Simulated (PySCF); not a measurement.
C5H3ClOS.
Z-matrix (Å and degrees, PBE0-D3(BJ)/def2-SVP geometry), rows numbered from 1:
```
O 
C   1  1.1875
Cl  2  1.7913  1  120.22
C   2  1.4674  1  125.74  3   179.93
C   4  1.4308  2  121.17  1    -0.09
C   5  1.3644  4  112.05  2  -179.94
S   6  1.7235  5  111.66  4    -0.03
C   4  1.3787  2  126.30  1   179.84
H   5  1.0899  4  123.07  2    -0.00
H   6  1.0892  5  128.26  4   179.94
H   8  1.0885  4  127.05  2    -0.00
```

Theory: PBE0-D3(BJ)/def2-SVP geometry optimisation, gas phase (PySCF).

Masses are those of the commonest isotopes; rigid-rotor values at the optimised geometry. The values belong to one conformer with, in the numbering `[O:1]=[C:2]([Cl:3])[c:4]1[cH:5][cH:6][s:7][cH:8]1`, O1–C2–C4–C5 0°.

Question: Give the principal moments of inertia and the rotational constants in cm⁻¹.

Answer: Ia = 152.75, Ib = 550.72, Ic = 703.47 u·Å²; 505379 MHz·u·Å²/I gives 3308, 917.7 and 718.4 MHz, that is A = 0.11036, B = 0.03061, C = 0.02396 cm⁻¹.

Question: What kind of rotor is it?

Answer: An asymmetric top. Ray's parameter κ = (2B − A − C)/(A − C) = -0.846; −1 is the prolate and +1 the oblate limit.

Question: What does the inertial defect say?

Answer: Planar: Δ = Ic − Ia − Ib = 0.00 u·Å². For a rigid frame Δ = −2 Σ m c², so it vanishes when all atoms lie in the ab plane; here none is more than 0.01 Å from it.

Question: List the rotational levels J(Ka,Kc) to J = 3 (MHz).

Answer: Above 0(0,0):
J = 1: 1(0,1) 1636, 1(1,1) 4027, 1(1,0) 4226
J = 2: 2(0,2) 4896, 2(1,2) 7100, 2(1,1) 7698, 2(2,1) 14870, 2(2,0) 14882
J = 3: 3(0,3) 9757, 3(1,3) 11702, 3(1,2) 12897, 3(2,2) 19778, 3(2,1) 19838, 3(3,1) 32238, 3(3,0) 32238
The levels of one J sum to (2J + 1)J(J + 1)(A + B + C)/3.

Question: Predict some low-J microwave lines.

Answer: The dipole components are |μa| = 3.26 D, |μb| = 0.75 D, |μc| = 0.00 D; the mirror of this Cs structure is the ab plane, so μc vanishes by symmetry and there are no c-type lines. The squared components, which scale the intensities, stand as 1.00 : 0.05 (a : b). Some lines, for components of 0.1 D or more:

| type | branch | J(Ka,Kc) | MHz | lower level (cm⁻¹) |
| --- | --- | --- | --- | --- |
| a | Q | 2(1,1) ← 2(1,2) | 598 | 0.237 |
| b | R | 2(0,2) ← 1(1,1) | 869 | 0.134 |
| a | R | 1(0,1) ← 0(0,0) | 1636 | 0.000 |
| b | Q | 1(1,0) ← 1(0,1) | 2590 | 0.055 |
| b | Q | 2(1,1) ← 2(0,2) | 2801 | 0.163 |
| a | R | 2(1,2) ← 1(1,1) | 3073 | 0.134 |
| a | R | 2(0,2) ← 1(0,1) | 3260 | 0.055 |
| a | R | 2(1,1) ← 1(1,0) | 3471 | 0.141 |
| b | R | 1(1,1) ← 0(0,0) | 4027 | 0.000 |
| b | R | 2(1,2) ← 1(0,1) | 5464 | 0.055 |
| b | Q | 2(2,0) ← 2(1,1) | 7184 | 0.257 |
| b | Q | 2(2,1) ← 2(1,2) | 7770 | 0.237 |
| b | R | 2(2,1) ← 1(1,0) | 10644 | 0.141 |
| b | R | 2(2,0) ← 1(1,1) | 10855 | 0.134 |

Question: Estimate the classical rotational partition function at 25 K, 50 K and 200 K.

Answer: Point group Cs, symmetry number σ = 1; q = (√π/σ)·√((kT/h)³/(ABC)), k/h = 20836.6 MHz/K: 14300 at 25 K, 40400 at 50 K, 323000 at 200 K.

Stationary, but not proved a minimum. No vibrational averaging or centrifugal distortion is included, and the geometry carries the error of its method. Quadrupole hyperfine structure (35Cl) is left out.
